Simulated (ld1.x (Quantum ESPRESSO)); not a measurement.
## u(r) = r·R(r): atom against pseudo-atom (lead (Pb))

Columns: radius, all-electron u(r) and pseudo u(r) of the 5d shell (level -21.18 eV) of lead in the configuration [Xe] 4f14 5d10 6s2 6p2; PBE, scalar-relativistic, TM semilocal scheme, ld1.x (Quantum ESPRESSO) 7.5.

```csv
r (bohr),all-electron,pseudo
0.118,0.3132,0.0064
0.235,-0.2834,0.0478
0.353,-0.4826,0.1470
0.470,-0.1894,0.3023
0.588,0.2336,0.4942
0.705,0.5861,0.6840
0.822,0.8201,0.8391
0.940,0.9441,0.9385
1.058,0.9833,0.9764
1.175,0.9660,0.9627
1.292,0.9148,0.9140
1.410,0.8448,0.8447
1.528,0.7668,0.7668
1.645,0.6882,0.6882
1.763,0.6118,0.6118
1.880,0.5409,0.5409
1.998,0.4754,0.4754
2.115,0.4168,0.4168
2.232,0.3643,0.3643
2.350,0.3174,0.3174
2.468,0.2761,0.2761
2.585,0.2401,0.2401
2.702,0.2085,0.2085
2.820,0.1807,0.1807
2.938,0.1565,0.1565
3.055,0.1356,0.1356
```

**Question.** How many radial nodes do the two functions have?

**Answer.** The all-electron 5d function has n − l − 1 = 2; the pseudo-wave has 0, since the states of the same l below it are removed with the core.

**Question.** At about which radius was the pseudo-wave matched?

**Answer.** 1.65 bohr. The columns agree to 0.0005 from 1.41 bohr on; several derivatives are matched, so the curves merge somewhat inside the radius.

**Question.** Where does each function peak?

**Answer.** Outermost all-electron maximum near 1.06 bohr, pseudo maximum near 1.06 bohr (to the table’s step).

**Question.** Is the pseudo-wave norm-conserving?

**Answer.** Yes: the TM semilocal scheme keeps the norm inside the radius equal to the all-electron one, which fixes the energy derivative of the logarithmic derivative at the level.
